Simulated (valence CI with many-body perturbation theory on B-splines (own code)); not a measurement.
Bi10+: E2, M1 decay

Level of theory: relativistic CI+MBPT: five valence electrons over a frozen Dirac-Fock core [Xe] 4f14, a basis of 7 s, 7 p, 8 d, 6 f, 4 g, 1 h functions for each j, with the one-electron correlation potential Σ1 (screened to all orders), the two-electron term Σ2, the three-electron term Σ3, Breit, model QED; selected single and double excitations, second order for the rest, scaled by the run's own slope (own B-spline code, finite nucleus).

No measured levels were compared; by estimate terms of the open shell hold to 2 to 4 % of their energy, and close levels can change places. Among the levels kept, up to 1000 cm⁻¹ of a level comes from second order outside the variational space, and about a tenth of that is noise between levels of different J, which matters for small intervals. Excitations out of the core, of the other parity, are not computed and may begin above about 51.2 eV (a cautious bound); beyond it only levels of the ground parity were kept, without lifetimes.

Lines 51 to 100 of 120 in falling wavelength, among levels below 51.219 eV, chosen from the decays that carry over 1 % of a level's rate. Wavelengths and rates use the calculated energies, so an error of 2000 cm⁻¹ moves a line at 318.9 nm by 6.4 % and its rate by three times that or more. Electric multipoles are in the length gauge, E1 and E2 with the static RPA response of the core. S is in atomic units (e²a₀⁴ for E2 and M2, e²a₀⁶ for E3), for M1 in squared Bohr magnetons. Weak lines are less certain than strong ones. Lines between different terms over intervals too small for the method are left out, as are lines whose strength nearly cancels.

Levels are named by their leading jj configuration (3d3/2^4 stands for four electrons in 3d with j = 3/2), which in mixed levels can hold well under half, so a name can repeat and another be missing. Letters in brackets count levels of one name in rising energy.

```tsv
λ vac (nm)	Upper	Lower	Type	A (s⁻¹)	S (a.u.)
318.9	(5d3/2 5d5/2^4) J=5/2 [a]	(5d3/2^2 5d5/2^3) J=7/2 [a]	M1	2.89e+02	2.08e+00
318.4	(5d3/2^2 5d5/2^3) J=5/2 [c]	(5d3/2^3 5d5/2^2) J=7/2 [b]	M1	1.35e+02	9.67e-01
313.6	(5d3/2^2 5d5/2^3) J=3/2 [b]	(5d3/2^2 5d5/2^3) J=5/2 [a]	M1	8.05e+01	3.68e-01
312.3	(5d3/2^2 5d5/2^3) J=13/2	(5d3/2^3 5d5/2^2) J=11/2	M1	6.44e+01	1.02e+00
302.7	(5d3/2^2 5d5/2^3) J=3/2 [a]	(5d3/2^3 5d5/2^2) J=3/2 [a]	M1	5.21e+02	2.14e+00
301.0	(5d3/2^2 5d5/2^3) J=9/2 [c]	(5d3/2^2 5d5/2^3) J=9/2 [a]	M1	4.75e+00	4.80e-02
288.5	(5d3/2^2 5d5/2^3) J=5/2 [a]	(5d3/2^3 5d5/2^2) J=5/2 [a]	M1	5.81e+02	3.10e+00
284.1	(5d3/2^2 5d5/2^3) J=7/2 [c]	(5d3/2^2 5d5/2^3) J=5/2 [a]	M1	4.00e+01	2.72e-01
280.6	(5d3/2 5d5/2^4) J=3/2 [a]	(5d3/2^2 5d5/2^3) J=5/2 [b]	M1	2.48e+02	8.12e-01
280.2	(5d3/2^2 5d5/2^3) J=5/2 [b]	(5d3/2^3 5d5/2^2) J=3/2 [a]	M1	7.67e+01	3.75e-01
279.6	(5d3/2 5d5/2^4) J=11/2	(5d3/2^2 5d5/2^3) J=13/2	M1	1.68e+02	1.63e+00
278.5	(5d3/2^3 5d5/2^2) J=7/2 [a]	(5d3/2^4 5d5/2) J=5/2	M1	1.23e+02	7.86e-01
276.8	(5d3/2 5d5/2^4) J=7/2 [a]	(5d3/2^2 5d5/2^3) J=9/2 [a]	M1	4.77e+02	3.00e+00
276.6	(5d3/2^2 5d5/2^3) J=9/2 [c]	(5d3/2^2 5d5/2^3) J=11/2	M1	3.52e+01	2.76e-01
271.2	(5d3/2 5d5/2^4) J=5/2 [a]	(5d3/2^2 5d5/2^3) J=5/2 [a]	M1	9.42e+02	4.18e+00
269.5	(5d3/2^2 5d5/2^3) J=5/2 [b]	(5d3/2^3 5d5/2^2) J=7/2 [a]	M1	1.33e+02	5.77e-01
267.9	(5d3/2^3 5d5/2^2) J=3/2 [a]	(5d3/2^4 5d5/2) J=5/2	M1	6.15e+02	1.75e+00
261.3	(5d3/2 5d5/2^4) J=3/2 [a]	(5d3/2^2 5d5/2^3) J=3/2 [a]	M1	6.02e+02	1.59e+00
259.4	(5d3/2^2 5d5/2^3) J=9/2 [b]	(5d3/2^3 5d5/2^2) J=9/2	M1	4.94e+02	3.19e+00
253.4	(5d3/2^2 5d5/2^3) J=7/2 [c]	(5d3/2^3 5d5/2^2) J=7/2 [b]	M1	1.99e+02	9.61e-01
252.5	(5d3/2^2 5d5/2^3) J=7/2 [b]	(5d3/2^3 5d5/2^2) J=5/2 [b]	M1	6.65e+00	3.18e-02
251.3	(5d3/2 5d5/2^4) J=11/2	(5d3/2^2 5d5/2^3) J=9/2 [a]	M1	1.97e+02	1.39e+00
248.9	(5d3/2^2 5d5/2^3) J=7/2 [a]	(5d3/2^3 5d5/2^2) J=5/2 [a]	M1	5.35e+01	2.45e-01
248.0	(5d3/2^2 5d5/2^3) J=7/2 [b]	(5d3/2^3 5d5/2^2) J=9/2	M1	1.14e+02	5.14e-01
244.3	(5d3/2 5d5/2^4) J=7/2 [a]	(5d3/2^2 5d5/2^3) J=7/2 [a]	M1	3.80e+02	1.64e+00
243.1	(5d3/2 5d5/2^4) J=5/2 [a]	(5d3/2^3 5d5/2^2) J=7/2 [b]	M1	8.72e+01	2.79e-01
240.2	(5d3/2 5d5/2^4) J=3/2 [a]	(5d3/2^2 5d5/2^3) J=1/2 [a]	M1	6.28e+02	1.29e+00
239.0	(5d3/2^2 5d5/2^3) J=9/2 [b]	(5d3/2^3 5d5/2^2) J=11/2	M1	1.73e+02	8.75e-01
238.2	(5d3/2^3 5d5/2^2) J=3/2 [b]	(5d3/2^3 5d5/2^2) J=5/2 [a]	M1	5.01e+01	1.00e-01
236.8	(5d3/2^3 5d5/2^2) J=9/2	(5d3/2^4 5d5/2) J=5/2	E2	1.17e-01	7.76e-02
234.6	(5d3/2^2 5d5/2^3) J=3/2 [b]	(5d3/2^3 5d5/2^2) J=1/2	M1	6.30e+01	1.21e-01
234.1	(5d3/2 5d5/2^4) J=11/2	(5d3/2^2 5d5/2^3) J=11/2	M1	7.75e+02	4.42e+00
232.8	(5d3/2^3 5d5/2^2) J=5/2 [b]	(5d3/2^4 5d5/2) J=5/2	M1	1.97e+01	5.51e-02
222.8	(5d3/2^2 5d5/2^3) J=9/2 [b]	(5d3/2^3 5d5/2^2) J=7/2 [a]	M1	1.76e+02	7.22e-01
219.8	(5d3/2^2 5d5/2^3) J=3/2 [b]	(5d3/2^3 5d5/2^2) J=5/2 [b]	M1	3.70e+01	5.82e-02
216.5	(5d3/2^2 5d5/2^3) J=1/2 [b]	(5d3/2^3 5d5/2^2) J=1/2	M1	2.24e+02	1.68e-01
215.5	(5d3/2^2 5d5/2^3) J=5/2 [c]	(5d3/2^3 5d5/2^2) J=3/2 [a]	M1	1.14e+02	2.55e-01
215.3	(5d3/2 5d5/2^4) J=7/2 [a]	(5d3/2^2 5d5/2^3) J=5/2 [a]	M1	4.59e+01	1.36e-01
214.4	(5d3/2^2 5d5/2^3) J=7/2 [b]	(5d3/2^3 5d5/2^2) J=7/2 [a]	M1	5.87e+00	1.71e-02
209.2	(5d3/2^2 5d5/2^3) J=9/2 [c]	(5d3/2^3 5d5/2^2) J=7/2 [b]	M1	2.05e+02	6.96e-01
209.1	(5d3/2^2 5d5/2^3) J=5/2 [c]	(5d3/2^3 5d5/2^2) J=7/2 [a]	M1	3.89e+02	7.92e-01
206.4	(5d3/2^2 5d5/2^3) J=3/2 [a]	(5d3/2^3 5d5/2^2) J=5/2 [a]	M1	4.07e+02	5.31e-01
204.8	(5d3/2^2 5d5/2^3) J=7/2 [c]	(5d3/2^3 5d5/2^2) J=5/2 [b]	M1	8.80e+01	2.24e-01
201.8	(5d3/2^2 5d5/2^3) J=7/2 [c]	(5d3/2^3 5d5/2^2) J=9/2	M1	2.46e+02	5.99e-01
198.0	(5d3/2 5d5/2^4) J=5/2 [a]	(5d3/2^3 5d5/2^2) J=5/2 [b]	M1	4.61e+02	7.96e-01
197.2	(5d3/2 5d5/2^4) J=7/2 [a]	(5d3/2^3 5d5/2^2) J=7/2 [b]	M1	8.82e+01	2.01e-01
195.7	(5d3/2^2 5d5/2^3) J=5/2 [b]	(5d3/2^3 5d5/2^2) J=5/2 [a]	M1	1.11e+01	1.86e-02
195.6	(5d3/2^2 5d5/2^3) J=3/2 [b]	(5d3/2^3 5d5/2^2) J=3/2 [a]	M1	1.18e+02	1.31e-01
192.1	(5d3/2 5d5/2^4) J=3/2 [a]	(5d3/2^2 5d5/2^3) J=5/2 [a]	M1	1.09e+02	1.15e-01
191.1	(5d3/2^3 5d5/2^2) J=7/2 [b]	(5d3/2^4 5d5/2) J=5/2	M1	3.27e+01	6.77e-02
```
